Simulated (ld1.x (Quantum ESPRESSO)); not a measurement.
# Hf, PAW: configuration errors across variants

| Quantity | Value |
| --- | --- |
| Element | Hf |
| Generator | ld1.x (Quantum ESPRESSO) 7.5 |
| Type | PAW |
| Functional | LDA (PZ) |
| Relativity | scalar-relativistic |
| Frozen core | [Xe] 4f14 |
| Valence charge | 4 |
| Reference configuration | 5d3 6s1 6p0 |
| Partial waves | 6s (bound): rcut 2.55, rcutus 3.15 bohr; 6s channel at 3.05 Ry: rcut 2.55, rcutus 3.15 bohr; 6p (bound, empty): rcut 3.10, rcutus 3.75 bohr; 6p channel at 4.25 Ry: rcut 3.10, rcutus 3.75 bohr; 5d (bound): rcut 2.20, rcutus 2.80 bohr; 5d channel at 0.65 Ry: rcut 2.20, rcutus 2.80 bohr |
| Local potential | all-electron potential smoothed inside 2.55 bohr (lloc = -1) |
| Core correction | Bessel-smoothed model core inside 2.50 bohr |
| Augmentation charge | BESSEL, radius 2.50 bohr |

All-electron excitation energies from the reference (eV): (1) 5d2 6s2 6p0 -2.586; (2) 5d2 6s1 6p0 5.612; (3) 5d2 6s0 6p0 20.115; (4) 5d3 6s0 6p0 7.646; (5) 5d2 6s0 6p1 10.407; (6) 5d2 6s1 6p1 1.327; (7) 5d1 6s0 6p0 42.216; (8) 5d3 6s1 6p0 spin -1.657.

Spin tests fill each open shell by Hund’s rule, majority spin first.

The overlap operator is not positive definite (basis up to 400 Ry) in “type ultrasoft; local potential all-electron potential smoothed inside 2.65 bohr (lloc = -1); augmentation built from norm-conserving waves at rcut, not smoothed further”. Such files are unfit for use, however small their errors in these radial tests.

2 further variants failed, have other tests or too few solved ones, and are left out.

A true bound ghost makes a file unfit for plane-wave use even where its test errors are small: the radial tests pick states by their node count and pass the ghost by.

Errors AE − PS in meV (a dash: test not solved or not reliable):

| change | (1) | (2) | (3) | (4) | (5) | (6) | (7) | (8) | bound ghosts |
| --- | --- | --- | --- | --- | --- | --- | --- | --- | --- |
| base | -7.6 | -24 | -79 | -4.3 | -37 | -19 | -528 | -24 | none |
| core correction Bessel-smoothed model core inside 2.34 bohr | -7.4 | -24 | -79 | -4.3 | -37 | -19 | -528 | -25 | none |
| waves 6p (bound): rcut 3.10, rcutus 4.24 bohr; 6p channel at 4.25 Ry: rcut 3.10, rcutus 4.24 bohr | -7.6 | -24 | -79 | -4.3 | -24 | -17 | -528 | -24 | none |
| type ultrasoft; local potential all-electron potential smoothed inside 2.65 bohr (lloc = -1); augmentation built from norm-conserving waves at rcut, not smoothed further | -31 | -39 | -61 | -12 | -66 | -48 | -401 | +136 | p (s not tested, overlap not positive) |

Give the same row for: wave 6p channel at 4.25 Ry: rcut 3.10, rcutus 3.75 bohr becomes 6p channel at 7.26 Ry: rcut 3.10, rcutus 3.75 bohr.

-7.6, -24, -79, -4.3, +6.9, -13, -528, -24; bound ghosts: none.
